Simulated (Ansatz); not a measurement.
Reaction (formal exchange of groups at a B–N bond): `COB(N)[SiH3]` + `COCI` → `COB([SiH3])I` + `COCN`

Gas-phase electronic energies from Ansatz, PBE0-D4/def2-TZVP geometries. CBS: MP2 limit from def2 TZ/QZ plus the TZ coupled-cluster correction, frozen cores. This one scheme is used for every species. Functionals use def2-TZVPP. B3LYP here is the variant with VWN-RPA as its local correlation; programs differ in this. Elements past krypton have def2 core potentials. For I outer-core shells are correlated without core-valence functions, which leaves a few kJ/mol of doubt a bond. Each species was taken in one conformer, which may not be the lowest.

```csv
level,ΔE (kJ/mol)
B3LYP-D4,63.1
ωB97M-V,56.3
B2PLYP,58.7
B3LYP,63.3
HF/def2-TZVPP,49.8
MP2/def2-QZVPP,52.3
SCS-MP2/def2-QZVPP,53.1
CCSD/CBS(def2),52.9
```

Task: What does CCSD(T)/CBS give? (An estimate is asked.)

Result: Computed: +53.9 kJ/mol. The listed levels differ from it by 9.2, 2.4, 4.8, 9.4, -4.1, -1.6, -0.8, -1.0 kJ/mol.

Largest T1 diagnostic among the species: 0.013.

From PBE to PBE0 (25 % exact exchange), in def2-TZVPP and without D4, ΔE moves by −4.6 kJ/mol.
